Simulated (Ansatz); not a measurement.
Ansatz results at the PBE0-D4/def2-TZVP geometry: HOMO–LUMO gap (PBE0/def2-TZVPP) 7.45 eV; HOMO energy (ωB97M-V/def2-TZVPP) -9.66 eV; LUMO energy (B3LYP/def2-TZVPP) -0.30 eV.

Each molecule was computed in one conformer, which needn't be the lowest.

Q: Which molecule gave them?
A. `O[SiH2]NC1=CB1`
B. `N[SiH2]B(F)F`
C. `[SiH3][SiH2][SeH]`
D. `C[SiH]([AlH2])[SbH2]`

A: A. The others give `N[SiH2]B(F)F`: 6.51, -9.69, -1.12; `[SiH3][SiH2][SeH]`: 6.45, -9.10, -0.72; `C[SiH]([AlH2])[SbH2]`: 5.13, -8.26, -1.47.

B3LYP here is the variant with VWN-RPA as its local correlation; programs differ in this.
